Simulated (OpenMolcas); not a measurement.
**Ni4+, Pd4+, Pt4+: d6 down the group**

```json
{"Program": "OpenMolcas", "Method": "RASSCF", "Basis": "ANO-RCC-VTZP", "Scalar Hamiltonian": "DKH2, point nucleus", "Spin-orbit coupling": "state interaction with AMFI integrals over the reference wave functions, term energies averaged over their components"}
```

Active space for each ion: 12 electrons in 8 orbitals (RAS1 p, at most 2 holes; RAS2 d).

Computed levels in cm-1 above 5D4:

```json
{"Level": "5D3", "Ni4+": "859", "Pd4+": "2073", "Pt4+": "7721"}
{"Level": "5D2", "Ni4+": "1446", "Pd4+": "3162", "Pt4+": "6678"}
{"Level": "5D1", "Ni4+": "1820", "Pd4+": "3916", "Pt4+": "11109"}
{"Level": "5D0", "Ni4+": "2002", "Pd4+": "4264", "Pt4+": "11295"}
{"Level": "3P1(1)", "Ni4+": "30628", "Pd4+": "26421", "Pt4+": "44169"}
{"Level": "3H6", "Ni4+": "31498", "Pd4+": "23426", "Pt4+": "24958"}
{"Level": "3H5", "Ni4+": "31878", "Pd4+": "23715", "Pt4+": "24572"}
{"Level": "3F3(1)", "Ni4+": "32470", "Pd4+": "24763", "Pt4+": "28016"}
{"Level": "3F2(1)", "Ni4+": "32805", "Pd4+": "25521", "Pt4+": "28858"}
{"Level": "weight of 5D in the lowest level (%)", "Ni4+": "100", "Pd4+": "98", "Pt4+": "82"}
```

Mixed levels, with the weight of the term that names them: Pt4+ 5D2 (60 %), Pt4+ 3P1(1) (68 %), Pt4+ 3H5 (50 %), Pt4+ 3F3(1) (54 %), Pt4+ 3F2(1) (71 %).

Measured, with the error of the calculation in %. Measured levels: Ni4+ from Corliss and Sugar, J. Phys. Chem. Ref. Data 10, 197 (1981).

| Level | Ni4+ |
| --- | --- |
| 5D3 | 890 (-3.4) |
| 5D2 | 1490 (-2.9) |
| 5D1 | 1872 (-2.8) |
| 5D0 | 2058 (-2.7) |
| 3P1(1) | 28698 (+6.7) |
| 3H6 | 27111 (+16.2) |
| 3H5 | 27578 (+15.6) |
| 3F3(1) | 29571 (+9.8) |
| 3F2(1) | 29899 (+9.7) |

The fine-structure level 5D0 changes by a factor of 5.64 from Ni4+ to Pt4+.

Without spin-orbit coupling 3P(1) lies 28432, 20961, 19906 cm-1 above 5D in that order; the difference to the level 3P1(1), of either sign, comes from spin-orbit coupling, which also lowers the zero.

Without dynamic correlation excited terms often stand tens of per cent too high (terms of higher spin than the ground term too low), and those without a measured partner can miss by more than the paired ones. Active for correlation alone: 3p; no level in the range computed is led by a configuration that opens it, so any true level of that kind is missing (holds for Ni4+). Active for correlation alone: 4p; no level in the range computed is led by a configuration that opens it, so any true level of that kind is missing (holds for Pd4+). Active for correlation alone: 5p; no level in the range computed is led by a configuration that opens it, so any true level of that kind is missing (holds for Pt4+). Measured partners are found by configuration, term and J. A level has none where our copy of the source lacks it or the pairing is in doubt (some pairs that miss far off the trend of their configuration count as doubtful), and it then counts in no deviation. Levels of configurations outside the active space are missing.

A number in round brackets counts repeated terms of one configuration in the order of the reference energies.
